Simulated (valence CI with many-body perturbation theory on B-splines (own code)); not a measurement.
# Pt46+: calculated level list

Method: valence CI with perturbative core correlation (CI+MBPT): four valence electrons over a frozen Dirac-Fock core [Ar] 3d10, radial functions for each j: 9 s, 9 p, 8 d, 6 f, 3 g, 1 h, with the one-electron correlation potential Σ1 (screened to all orders), the two-electron term Σ2, the three-electron term Σ3, Breit, model QED; selected single and double excitations, second order for the rest, scaled by the run's own slope (own B-spline code, finite nucleus).

No measured spectrum was set against this ion. As an estimate, large intervals hold to a few tenths of a per cent, small ones and those within an open d or f shell to about a per cent.

Levels 1 to 33 of 33, with energies above the lowest level, (4s^2 4p1/2^2) J=0. "Leading %" is the weight of the configuration and term that name the level; weights of strongly mixed levels are sums over their largest components and can fall short, so below about 35 % the name and the second component can differ from the true leading terms, or belong to a minority configuration. In the jj column 3d3/2^4 stands for four electrons in 3d with j = 3/2. Lifetimes count E1, E2, E3, M1 and M2 decay at the calculated energies, and are blank where another channel may lead or the interval is too uncertain; long ones can be off by a factor of two.

| No. | Configuration | Term | J | E (× 10³ cm⁻¹) | Leading % | Second component | Lifetime | Leading jj |
| --- | --- | --- | --- | --- | --- | --- | --- | --- |
| 1 | 4s²4p² | ³P | 0 | 0.00 | 69 | 30 % 4s²4p² ¹S |  | 4s^2 4p1/2^2 (99 %) |
| 2 | 4s²4p² | ³P | 1 | 989.54 | 99 |  | 84.4 ns | 4s^2 4p1/2 4p3/2 (99 %) |
| 3 | 4s²4p² | ¹D | 2 | 1026.9 | 64 | 36 % 4s²4p² ³P | 2.18 μs | 4s^2 4p1/2 4p3/2 (99 %) |
| 4 | 4s4p³ | ³P° | 2 | 1848.9 | 46 | 30 % 4s4p³ ⁵S° | 36.1 ps | 4s 4p1/2^2 4p3/2 (97 %) |
| 5 | 4s4p³ | ³D° | 1 | 1976.6 | 35 | 26 % 4s4p³ ¹P° | 1.82 ps | 4s 4p1/2^2 4p3/2 (94 %) |
| 6 | 4s²4p² | ³P | 2 | 2044.8 | 63 | 36 % 4s²4p² ¹D | 44.8 ns | 4s^2 4p3/2^2 (99 %) |
| 7 | 4s²4p² | ¹S | 0 | 2125.4 | 69 | 30 % 4s²4p² ³P | 37.8 ns | 4s^2 4p3/2^2 (99 %) |
| 8 | 4s²4p4d | ³F° | 2 | 2338.9 | 74 | 20 % 4s²4p4d ¹D° | 57.4 ps | 4s^2 4p1/2 4d3/2 (98 %) |
| 9 | 4s²4p4d | ³D° | 1 | 2499.8 | 51 | 27 % 4s²4p4d ¹P° | 428 fs | 4s^2 4p1/2 4d3/2 (94 %) |
| 10 | 4s²4p4d | ³P° | 2 | 2621.1 | 39 | 30 % 4s²4p4d ³D° | 3.70 ps | 4s^2 4p1/2 4d5/2 (86 %) |
| 11 | 4s²4p4d | ³F° | 3 | 2635.1 | 50 | 22 % 4s²4p4d ³D° | 4.43 ps | 4s^2 4p1/2 4d5/2 (92 %) |
| 12 | 4s4p³ | ³D° | 2 | 2829.1 | 47 | 37 % 4s4p³ ⁵S° | 2.16 ps | 4s 4p1/2 4p3/2^2 (85 %) |
| 13 | 4s4p³ | ³D° | 3 | 2895.0 | 91 | 6 % 4s²4p4d ³F° | 3.52 ps | 4s 4p1/2 4p3/2^2 (91 %) |
| 14 | 4s4p³ | ³P° | 0 | 2938.8 | 96 |  | 2.60 ps | 4s 4p1/2 4p3/2^2 (96 %) |
| 15 | 4s4p³ | ³P° | 1 | 3000.6 | 46 | 20 % 4s4p³ ³D° | 1.48 ps | 4s 4p1/2 4p3/2^2 (94 %) |
| 16 | 4s4p³ | ¹D° | 2 | 3019.6 | 69 | 14 % 4s4p³ ³D° | 998 fs | 4s 4p1/2 4p3/2^2 (90 %) |
| 17 | 4s4p³ | ³S° | 1 | 3032.7 | 38 | 23 % 4s4p³ ³D° | 758 fs | 4s 4p1/2 4p3/2^2 (97 %) |
| 18 | 4s4p²4d | ⁵F | 1 | 3208.7 | 42 | 36 % 4s4p²4d ³D | 15.2 ps | 4s 4p1/2^2 4d3/2 (98 %) |
| 19 | 4s4p²4d | ³D | 2 | 3239.3 | 29 | 21 % 4s4p²4d ⁵F | 15.6 ps | 4s 4p1/2^2 4d3/2 (94 %) |
| 20 | 4s²4p4d | ³D° | 2 | 3467.4 | 50 | 23 % 4s²4p4d ¹D° | 488 fs | 4s^2 4p3/2 4d3/2 (91 %) |
| 21 | 4s²4p4d | ³P° | 1 | 3481.4 | 55 | 35 % 4s²4p4d ³D° | 567 fs | 4s^2 4p3/2 4d3/2 (94 %) |
| 22 | 4s4p²4d | ³D | 3 | 3482.7 | 32 | 22 % 4s4p²4d ⁵D | 3.16 ps | 4s 4p1/2^2 4d5/2 (96 %) |
| 23 | 4s²4p4d | ³P° | 0 | 3484.9 | 95 |  | 597 fs | 4s^2 4p3/2 4d3/2 (95 %) |
| 24 | 4s²4p4d | ³F° | 3 | 3486.5 | 42 | 34 % 4s²4p4d ¹F° | 636 fs | 4s^2 4p3/2 4d3/2 (93 %) |
| 25 | 4s4p²4d | ³F | 2 | 3546.9 | 26 | 21 % 4s4p²4d ¹D | 3.28 ps | 4s 4p1/2^2 4d5/2 (90 %) |
| 26 | 4s²4p4d | ³F° | 4 | 3598.0 | 99 |  | 96.4 ns | 4s^2 4p3/2 4d5/2 (99 %) |
| 27 | 4s²4p4d | ³P° | 2 | 3624.8 | 42 | 36 % 4s²4p4d ¹D° | 7.38 ps | 4s^2 4p3/2 4d5/2 (90 %) |
| 28 | 4s²4p4d | ³D° | 3 | 3756.2 | 56 | 42 % 4s²4p4d ¹F° | 1.07 ps | 4s^2 4p3/2 4d5/2 (93 %) |
| 29 | 4s²4p4d | ¹P° | 1 | 3777.2 | 63 | 23 % 4s²4p4d ³P° | 1.82 ps | 4s^2 4p3/2 4d5/2 (95 %) |
| 30 | 4p⁴ | ³P | 2 | 3882.9 | 56 | 27 % 4p⁴ ¹D | 1.10 ps | 4p1/2^2 4p3/2^2 (83 %) |
| 31 | 4p⁴ | ¹S | 0 | 3941.8 | 55 | 32 % 4p⁴ ³P | 1.26 ps | 4p1/2^2 4p3/2^2 (87 %) |
| 32 | 4s4p³ | ³P° | 2 | 3993.8 | 46 | 16 % 4s4p³ ¹D° | 946 fs | 4s 4p3/2^3 (90 %) |
| 33 | 4s²4p4f | ³G | 3 | 4085.8 | 59 | 15 % 4s²4p4f ¹F | 11.0 ps | 4s^2 4p1/2 4f5/2 (80 %) |

The ionisation energy to 4s²4p ²P°1/2 of the next ion comes out as 2538.3 eV (NIST: 2536 ± 4 eV (theoretical)). All 33 levels together are meant to be complete up to 4099.5 × 10³ cm⁻¹.
